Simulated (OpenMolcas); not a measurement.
Nb4+ among 6 point charges of -1 e arranged as a trigonal prism (D3h), with a polar angle of 58.4° against the regular 49.1°.

| Item | Value |
| --- | --- |
| Program | OpenMolcas 26.06 |
| Method | SS-CASPT2, IPEA 0.25 Eh, imaginary shift 0.1 Eh (closed shells correlated: 4s 4p) |
| Basis | ANO-RCC-VDZP [6s5p3d1f] |
| Scalar Hamiltonian | DKH2, point nucleus |
| Active space | 1 electron in 5 orbitals (4d) |
| State averaging | 2S+1 = 2 even, 5 roots |
| Spin-orbit coupling | RASSI with atomic mean-field integrals over the reference wave functions |

All point charges move together. At R = 1.92 Å the first state of the same spin is 6180 cm-1, and at R = 2.07 Å it is 4530 cm-1.

Q: A third run gives 3540 cm-1. What distance was it run at?

A: With a power law R^-n the two known points give n = -ln(4530 / 6180) / ln(2.07 / 1.92) = 4.13. Then R = 1.92 × (6180 / 3540)^(1/4.13) = 2.197 Å. The run was at 2.19 Å, so the estimate is off by +0.007 Å.

Roots that are degenerate in the reference are averaged as groups; the widest CASPT2 spread within a group is 130 cm-1 (the 2-fold group of multiplicity 2 near 6180 cm-1 above the lowest state of its run, R = 1.92). Shifts and gaps below about the spread of the groups concerned are not significant. Free-ion shares, where given, are those of the reference states; single-state CASPT2 does not remix them. The ground term spreads over less than 5000 cm-1, several times less than with real ligands, so orbital moments are less quenched and χT lies further from the spin-only value than at real sites (holds for R = 2.07; R = 2.19). Point charges carry no covalency, so the field is a model and not that of real ligands. No measured value stands beside these numbers.
